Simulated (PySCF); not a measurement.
Cartesian coordinates (Å):
```xyz
5

Hf    -0.0102    -0.0255    -0.0211
Br    -0.7341    -1.8137    -1.5987
H     -0.3308    -0.5546     1.7179
H     -0.9463     1.5289    -0.3593
H      1.7946     0.3023    -0.2270
```
Charge 0, multiplicity 1.

Task: Give the LUMO, HOMO, total energy, dipole moment and HOMO–LUMO gap at the level TPSSh-D3(BJ)/def2-TZVP // TPSS-D3(BJ)/def2-SVP in PySCF.

Result: 
The LUMO comes out as -2.65 eV and the HOMO is -8.04 eV. The total energy is -2623.9126 Ha, the dipole moment is 0.42 D and the HOMO–LUMO gap is 5.39 eV.
